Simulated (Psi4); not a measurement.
fluorine atom (F), doublet; BHHLYP/cc-pVDZ in Psi4.

Input for Psi4:
```
memory 2 GB

molecule mol {
0 2
  F     0.000000    0.000000    0.000000
}

set basis cc-pvdz
set reference uks
set scf_type pk
set puream true
set d_convergence 1e-8
set dft_radial_points 99
set dft_spherical_points 590

energy('bhhlyp')
print_variables()
```

It wrote (shortened):

```
   => Loading Basis Set <=

    Name: CC-PVDZ
    Role: ORBITAL
    Keyword: BASIS

         ---------------------------------------------------------
                                   SCF
               by Justin Turney, Rob Parrish, Andy Simmonett
                          and Daniel G. A. Smith
                              UKS Reference
         ---------------------------------------------------------

  ==> Geometry <==

    Molecular point group: d2h
    Geometry (in Angstrom), charge = 0, multiplicity = 2:

       Center              X                  Y                   Z               Mass
    ------------   -----------------  -----------------  -----------------  -----------------
         F            0.000000000000     0.000000000000     0.000000000000    18.998403162730

  Running in d2h symmetry.

  Rotational constants: A = ************  B = ************  C = ************ [cm^-1]
  Rotational constants: A = ************  B = ************  C = ************ [MHz]
  Nuclear repulsion =    0.000000000000000

  Charge       = 0
  Multiplicity = 2
  Electrons    = 9
  Nalpha       = 5
  Nbeta        = 4

  ==> Algorithm <==

  SCF Algorithm Type is PK.
  DIIS enabled.
  MOM disabled.
  Fractional occupation disabled.
  Guess Type is CORE.
  Energy threshold   = 1.00e-06
  Density threshold  = 1.00e-08
  Integral threshold = 1.00e-12

  ==> Primary Basis <==

  Basis Set: CC-PVDZ
    Blend: CC-PVDZ
    Number of shells: 6
    Number of basis functions: 14
    Number of Cartesian functions: 15
    Spherical Harmonics?: true
    Max angular momentum: 2

  ==> DFT Potential <==

   => LibXC <=

    Version 7.1.2
    S. Lehtola, C. Steigemann, M. J. T. Oliveira, and M. A. L. Marques,  SoftwareX 7, 1–5 (2018) (10.1016/j.softx.2017.11.002)

   => Composite Functional: BHANDHLYP <=

    BHandHLYP Hyb-GGA Exchange-Correlation Functional

    A. D. Becke,  J. Chem. Phys. 98, 1372 (1993) (10.1063/1.464304)
    Defined through Gaussian implementation.

    Deriv               =              1
    GGA                 =           TRUE
    Meta                =          FALSE

    Exchange Hybrid     =           TRUE
    MP2 Hybrid          =          FALSE

   => Exchange Functionals <=

    0.5000         Becke 88

   => Exact (HF) Exchange <=

    0.5000               HF

   => Correlation Functionals <=

    1.0000   Lee, Yang & Parr

   => LibXC Density Thresholds  <==

    XC_HYB_GGA_XC_BHANDHLYP:  1.00E-15

   => Molecular Quadrature <=

    Radial Scheme          =       TREUTLER
    Pruning Scheme         =           NONE
    Nuclear Scheme         =       TREUTLER

    Blocking Scheme        =         OCTREE
    BS radius alpha        =              1
    Pruning alpha          =              1
    Radial Points          =             99
    Spherical Points       =            590
    Total Points           =          54202
    Total Blocks           =            480
    Max Points             =            255
    Max Functions          =             14
    Weights Tolerance      =       1.00E-15

  ==> Integral Setup <==

  Using in-core PK algorithm.
   Calculation information:
      Number of atoms:                   1
      Number of AO shells:               6
      Number of primitives:             22
      Number of atomic orbitals:        15
      Number of basis functions:        14

      Integral cutoff                 1.00e-12
      Number of threads:                 1

  Performing in-core PK
  Using 11130 doubles for integral storage.
  We computed 231 shell quartets total.
  Whereas there are 231 unique shell quartets.

  ==> DiskJK: Disk-Based J/K Matrices <==

    J tasked:                  Yes
    K tasked:                  Yes
    wK tasked:                  No
    Schwarz Cutoff:          1E-12

  Minimum eigenvalue in the overlap matrix is 1.9120422124E-01.
  Reciprocal condition number of the overlap matrix is 1.1206024906E-01.
    Using symmetric orthogonalization.

  ==> Pre-Iterations <==

  SCF Guess: Core (One-Electron) Hamiltonian.

   -------------------------------------------------------
    Irrep   Nso     Nmo     Nalpha   Nbeta   Ndocc  Nsocc
   -------------------------------------------------------
     Ag         5       5       2       2       2       0
     B1g        1       1       0       0       0       0
     B2g        1       1       0       0       0       0
     B3g        1       1       0       0       0       0
     Au         0       0       0       0       0       0
     B1u        2       2       1       0       0       1
     B2u        2       2       1       1       1       0
     B3u        2       2       1       1       1       0
   -------------------------------------------------------
    Total      14      14       5       4       4       1
   -------------------------------------------------------

  ==> Iterations <==

                        Total Energy        Delta E     RMS |[F,P]|

   @UKS iter   1:   -95.67472871166468   -9.56747e+01   3.89309e-01 ADIIS
   @UKS iter   2:   -97.85034318210094   -2.17561e+00   3.72418e-01 ADIIS
   @UKS iter   3:   -99.46416692621578   -1.61382e+00   1.34309e-01 ADIIS
   @UKS iter   4:   -99.59879438926654   -1.34627e-01   9.36555e-02 DIIS/ADIIS
   @UKS iter   5:   -99.69819086982072   -9.93965e-02   2.29831e-02 DIIS/ADIIS
   @UKS iter   6:   -99.70461605073002   -6.42518e-03   3.41424e-03 DIIS/ADIIS
   @UKS iter   7:   -99.70475980275532   -1.43752e-04   6.32419e-05 DIIS
   @UKS iter   8:   -99.70475985268793   -4.99326e-08   7.11396e-07 DIIS
   @UKS iter   9:   -99.70475985269547   -7.54596e-12   2.52252e-07 DIIS
   @UKS iter  10:   -99.70475985269623   -7.53175e-13   3.95768e-08 DIIS
   @UKS iter  11:   -99.70475985269627   -4.26326e-14   9.66342e-10 DIIS
  Energy and wave function converged.

  ==> Post-Iterations <==

   Electrons on quadrature grid:
      Nalpha   =    5.0000000000 ; deviation = -1.315e-11
      Nbeta    =    4.0000000000 ; deviation = -1.315e-11
      Ntotal   =    9.0000000000 ; deviation = -2.630e-11

   @Spin Contamination Metric:   1.124769229E-03
   @S^2 Expected:                7.500000000E-01
   @S^2 Observed:                7.511247692E-01
   @S   Expected:                5.000000000E-01
   @S   Observed:                5.000000000E-01

    Orbital Energies [Eh]
    ---------------------

    Alpha Occupied:

       1Ag   -25.406281     2Ag    -1.387319     1B1u   -0.652361
       1B2u   -0.557641     1B3u   -0.557641

    Alpha Virtual:

       2B1u    1.134947     2B2u    1.193506     2B3u    1.193506
       3Ag     1.526984     4Ag     3.579185     1B2g    3.601661
       1B3g    3.601661     5Ag     3.672520     1B1g    3.672520

    Beta Occupied:

       1Ag   -25.370477     2Ag    -1.263237     1B2u   -0.521702
       1B3u   -0.521702

    Beta Virtual:

       1B1u   -0.130709     2B2u    1.211438     2B3u    1.211438
       2B1u    1.275854     3Ag     1.574042     4Ag     3.687443
       1B1g    3.687443     1B2g    3.709572     1B3g    3.709572
       5Ag     3.724660

    Final Occupation by Irrep:
             Ag   B1g   B2g   B3g    Au   B1u   B2u   B3u
    DOCC [     2,    0,    0,    0,    0,    0,    1,    1 ]
    SOCC [     0,    0,    0,    0,    0,    1,    0,    0 ]
    NA   [     2,    0,    0,    0,    0,    1,    1,    1 ]
    NB   [     2,    0,    0,    0,    0,    0,    1,    1 ]

  @UKS Final Energy:   -99.70475985269627

   => Energetics <=

    Nuclear Repulsion Energy =              0.0000000000000000
    One-Electron Energy =                -139.3164528079930164
    Two-Electron Energy =                  44.9692653524547694
    DFT Exchange-Correlation Energy =      -5.3575723971580222
    Empirical Dispersion Energy =           0.0000000000000000
    VV10 Nonlocal Energy =                  0.0000000000000000
    Total Energy =                        -99.7047598526962702

  UHF NO Occupations:
  HONO-2 :    1B3u 1.9999343
  HONO-1 :    2 Ag 1.9995690
  HONO-0 :    1B1u 1.0000000
  LUNO+0 :    3 Ag 0.0004310
  LUNO+1 :    2B2u 0.0000657
  LUNO+2 :    2B3u 0.0000657
  LUNO+3 :    4 Ag 0.0000000

Computation Completed

Properties will be evaluated at   0.000000,   0.000000,   0.000000 [a0]

Properties computed using the SCF density matrix

 Multipole Moments:

 ------------------------------------------------------------------------------------
     Multipole            Electronic (a.u.)      Nuclear  (a.u.)        Total (a.u.)
 ------------------------------------------------------------------------------------

 L = 1.  Multiply by 2.5417464519 to convert [e a0] to [Debye]
 Dipole X            :          0.0000000            0.0000000            0.0000000
 Dipole Y            :          0.0000000            0.0000000            0.0000000
 Dipole Z            :          0.0000000            0.0000000            0.0000000
 Magnitude           :                                                    0.0000000

 ------------------------------------------------------------------------------------

  Variable Map:
  ----------------------------------------------------------------------------
  "CURRENT ENERGY"              =>     -99.704759852696
  "CURRENT REFERENCE ENERGY"    =>     -99.704759852696
  "DD SOLVATION ENERGY"         =>       0.000000000000
  "DFT FUNCTIONAL TOTAL ENERGY" =>     -99.704759852696
  "DFT TOTAL ENERGY"            =>     -99.704759852696
  "DFT VV10 ENERGY"             =>       0.000000000000
  "DFT XC ENERGY"               =>      -5.357572397158
  "GRID ELECTRONS ALPHA"        =>       4.999999999987
  "GRID ELECTRONS BETA"         =>       3.999999999987
  "GRID ELECTRONS TOTAL"        =>       8.999999999974
  "NUCLEAR REPULSION ENERGY"    =>       0.000000000000
  "ONE-ELECTRON ENERGY"         =>    -139.316452807993
  "PCM POLARIZATION ENERGY"     =>       0.000000000000
  "PE ENERGY"                   =>       0.000000000000
  "SCF ITERATION ENERGY"        =>     -99.704759852696
  "SCF ITERATIONS"              =>      11.000000000000
  "SCF TOTAL ENERGY"            =>     -99.704759852696
  "TWO-ELECTRON ENERGY"         =>      44.969265352455
  "XC GRID RADIAL POINTS"       =>      99.000000000000
  "XC GRID SPHERICAL POINTS"    =>     590.000000000000
  "XC GRID TOTAL POINTS"        =>   54202.000000000000

  Array Variable Map:
  ----------------------------------------------------------------------------
  "CURRENT DIPOLE"              =>       0.000000000000 ... 0.000000000000 1 by 3
  "SCF DIPOLE"                  =>       0.000000000000 ... 0.000000000000 1 by 3
  "SCF TOTAL ENERGIES"          =>     -95.674728711665 ... -99.704759852696 1 by 11
```
